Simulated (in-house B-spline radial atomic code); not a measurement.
**CAM-B3LYP excitations of V VI (V5+)**

Method: CAM-B3LYP. Computed with a B-spline radial code for spherical atoms: linear response of the closed shell [Ne] 3s2 3p6 with the functional's adiabatic kernel; scalar-relativistic (spin-free one-electron X2C), finite nucleus, no spin-orbit coupling, no double excitations, S, P, D and F terms only. Only terms of natural parity with L up to 3 were computed.

Command:
```bash
python run_td.py task.json out
```
Settings (radii: box in bohr, nucleus in fm):
```
Z                        23
electrons                18
configuration            [Ne] 3s2 3p6
hamiltonian              x2c
method                   camb3lyp
box_radius               16.35
rms_radius               3.6002
intervals                71
```

Cost of the run: 1 s on 1 thread of Intel(R) Xeon(R) Platinum 8375C CPU @ 2.90GHz (Ice Lake) (shared host).

The lowest states, in the order of their Tamm-Dancoff energies; the method's threshold (minus the highest occupied level) is 121.90 eV. Labels give the largest channel, * marks a mixed state, and oscillator strengths are full-response dipole values. Semilocal kernels can invert the small singlet-triplet splittings of Rydberg terms. Energies in eV:

| state | full response | Tamm-Dancoff | oscillator strength |
| --- | --- | --- | --- |
| 3p → 3d 3P | 38.37 | 38.51 | - |
| 3p → 3d 3F | 38.98 | 39.19 | - |
| 3p → 3d 1F | 42.57 | 42.58 | - |
| 3p → 3d 1P | 54.92 | 57.37 | 3.82 |
| 3p → 4s 3P | 65.22 | 65.24 | - |
| 3p → 4s 1P | 66.15 | 66.21 | 0.241 |
| 3s → 3d 3D | 68.34 | 68.40 | - |
| 3p → 4p 3S | 72.31 | 72.34 | - |
| 3s → 3d 1D | 72.72 | 72.80 | - |
| 3p → 4p 3D | 73.03 | 73.04 | - |
| 3p → 4p 1D | 73.81 | 73.84 | - |
| 3p → 4p 1S | 77.05 | 77.31 | - |
| 3p → 4d 3P | 84.49 | 84.51 | - |
| 3p → 4d 3F | 84.64 | 84.65 | - |
| 3p → 4d 1F | ? | ? | - |
| 3p → 4d 1P | ? | ? | ? |

**Question.** Where does 3p → 4d 1F lie?

**Answer.** At 85.05 eV in full response, 85.06 eV in Tamm-Dancoff.

**Question.** Where does 3p → 4d 1P lie?

**Answer.** At 86.01 eV in full response, 86.18 eV in Tamm-Dancoff, oscillator strength 0.0582.

**Question.** How large is the singlet-triplet splitting of 3p → 3d (F terms) in Tamm-Dancoff?

**Answer.** 3.38 eV, from the unrounded values.

**Question.** What polarisabilities and dispersion coefficient does the method give?

**Answer.** Dipole 1.083 bohr³, quadrupole 1.149 bohr⁵, C6 1.966 hartree·bohr⁶ for two such species.
